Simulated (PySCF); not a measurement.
# Telling isomers of C3H4Cl2OSi apart by NMR

PySCF 2.14.0 with density-fitted response routines calculation with NMR shieldings at PBE0/pcSseg-1/GIAO and coordinates at the GFN2-xTB level; rapidly exchanging positions averaged, isolated molecule, non-relativistic Hamiltonian, a single conformation.

References, each an isolated molecule treated in the same way: ¹H (31.72 ppm), ¹³C (186.93 ppm) vs TMS. Where no couplings were computed, multiplicities follow the n + 1 count of equivalent neighbours, and m marks all less simple cases (inequivalent or close neighbours, rings, F or P nearby). Shifts are as computed. Against solution values, carbons near 30 ppm lie about +3 ppm off and those near 130 ppm about +5 ppm; carbons on Cl a further +6 ppm. Of 1211 compounds with measured shifts, 218 miss one by over three times the rms of a fit or turn the order of signals round; such compounds aren't used in these exercises. Carbons bonded to Cl come out too deshielded.

(1) Tabulate the signals of `O=C(Cl)/C=C(/[SiH3])Cl`, `O=C(Cl)/C([SiH3])=C\Cl` and their relative energies.

(2) What is the quickest way to tell O=C(Cl)/C=C(/[SiH3])Cl from O=C(Cl)/C([SiH3])=C\Cl?

Answers

(1) 
```tsv
SMILES	carbon types	δC	δH	E rel. (kcal/mol)
O=C(Cl)/C=C(/[SiH3])Cl	2×C 1×CH	171.8, 168.2, 140.4	6.95 (s, 1H), 4.31 (s, 3H)	0.0
O=C(Cl)/C([SiH3])=C\Cl	2×C 1×CH	170.7, 161.9, 139.1	7.31 (s, 1H), 4.47 (s, 3H)	0.8
```

Energies are electronic energies at PBE0/pcSseg-1 on these geometries, without zero-point or thermal terms, each for the one conformer computed, which needn't be the lowest.

(2) Both give the same number of carbon signals, with the same numbers of each carbon type, so the positions decide. The first has an α carbon of a C=C–C=O unit (CH) at 140.4 ppm, the second an α carbon of a C=C–C=O unit (C) at 139.1 ppm. Their most deshielded carbons lie at 171.8 and 170.7 ppm.
